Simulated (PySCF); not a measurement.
How methods differ on the ionisation energy of Pt⁵¹⁺

Pt⁵¹⁺ [Ar] 3d9 (2D) → Pt⁵²⁺ [Ar] 3d8 (3F), as a difference of total energies. All numbers are calculated (PySCF 2.14, scalar relativity by spin-free X2C-1e, in an uncontracted even-tempered set (17 s from 12 bohr⁻², ratio 2.5; 13 p from 15 bohr⁻², ratio 2.5; 7 d from 15 bohr⁻², ratio 2.5; 4 f from 65 bohr⁻², ratio 2.7; 3 g from 97 bohr⁻², ratio 2.7)). Correlated levels: outer shells: [Ne] frozen; virtual orbitals above 40 to 60 times the deepest correlated orbital energy dropped. The calculations carry no spin-orbit coupling.

| method | ionisation energy (eV) |
| --- | --- |
| UHF | 4875.2 |
| LDA | 4875.0 |
| PBE | 4873.7 |
| PBE0 | 4874.7 |
| r2SCAN | 4873.4 |
| r2SCANh | 4873.8 |
| BHandHLYP | 4875.3 |
| MP2 (outer shells) | 4877.0 |
| SCS-MP2 (outer shells) | 4876.8 |

Spin-orbit coupling is strong in these open shells (close to jj coupling). The scalar numbers leave it out and a first-order estimate fails, so it can dominate the gap to the real levels.

Breit and QED terms and the two-electron picture change are absent.

For comparison: 4839 ± 4 eV (theoretical estimate listed by NIST; NIST Atomic Spectra Database, ionization energies).
